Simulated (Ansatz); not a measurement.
The cluster Na8⁺. The state is a doublet with charge 1. Geometry r2SCAN/def2-SVP; atoms count from 1.

```xyz
8

Na    1.1551    1.1916   -2.3396
Na    0.0074    0.8907    1.0054
Na   -2.3773    1.8705   -1.5639
Na   -1.0498   -1.5628   -1.2621
Na    2.4223   -1.5213   -0.0912
Na   -3.2297   -0.3654    1.4049
Na   -0.2243   -2.5229    2.2325
Na    3.2963    2.0195    0.6140
```

The structure comes from a short search, and lower isomers may exist.

Estimate the Mulliken populations from the PBE0/def2-TZVP orbitals of Ansatz.


| atom | charge (e) | spin (α − β) |
| --- | --- | --- |
| Na1 | 0.11 | 0.08 |
| Na2 | 0.41 | 0.15 |
| Na3 | 0.07 | -0.01 |
| Na4 | 0.15 | 0.29 |
| Na5 | 0.11 | 0.09 |
| Na6 | 0.04 | 0.15 |
| Na7 | 0.08 | -0.01 |
| Na8 | 0.03 | 0.26 |
Mulliken values and Mayer orders depend strongly on the basis.

Where does the spin sit?

Summed by element: Na 1.00, of 1 unpaired in all. Largest on single atoms: Na4 0.29, Na8 0.26, Na2 0.15.

And the Mayer bond orders between bonded heavy atoms (over 0.3)?

Na1–Na8 0.30 (3.74 Å); Na5–Na8 0.31 (3.71 Å).
